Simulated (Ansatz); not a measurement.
Which method gave which barrier?

Saddle point of Si₂H₅OF, closed shell (Si₂H₅OF ([OH][SiH]([F])[SiH3]) → Si₂H₄O ([O][SiH][SiH3]) + HF; bonds formed: F2–H4; bonds broken: Si1–F2, O3–H4), PBE0-D4/def2-TZVP structure:

```xyz
9
angstrom
Si -1.0300 -0.0079 -0.4149
F 0.1472 -2.3136 -0.0124
O -1.8708 -0.8926 0.5150
H -0.6828 -2.0732 0.4043
H -1.4754 0.2523 -1.8164
Si 0.9368 1.0852 0.2453
H 0.6640 2.5474 0.2555
H 1.3297 0.6127 1.5920
H 1.9810 0.7898 -0.7683
```

Program: Ansatz 0.2.0. Basis: def2-TZVPP, with def2-QZVPP for the basis limit. Cores are frozen in the correlated methods. Extrapolation: Hartree–Fock as exp(−7.88 √X), correlation as X^−2.97. Four methods, as single points on the PBE0-D4 structures, gave these electronic barriers from the start structure: 61.32, 67.60, 72.80, 79.43 kcal/mol.

The methods were, in alphabetical order, BHLYP-D4, HF, PBE-D4, r2SCAN-D4. Which gave which? (Judge from chemistry; the calculation decides.)

By the calculation: PBE-D4 61.32; r2SCAN-D4 67.60; BHLYP-D4 72.80; HF 79.43 kcal/mol. For comparison, CCSD(T) at an estimated basis limit (MP2 extrapolated from triple and quadruple zeta, plus CCSD(T) − MP2 in triple zeta) gives 68.89 kcal/mol.

T1 diagnostic: at most 0.020.

Labels in which every atom is bracketed show which atoms are joined, not bond orders.

For scale, one of the runs: CCSD(T)/def2-TZVPP, 216 basis functions, launched by `ansatz run in.yaml --threads 4 --pin off --events-out ev --progress --plain --max-ram 9574MiB`. Time: 58 s of wall clock on 4 CPU threads of an Arm Neoverse V2; the host was shared. Peak host memory: 3.1 GiB.
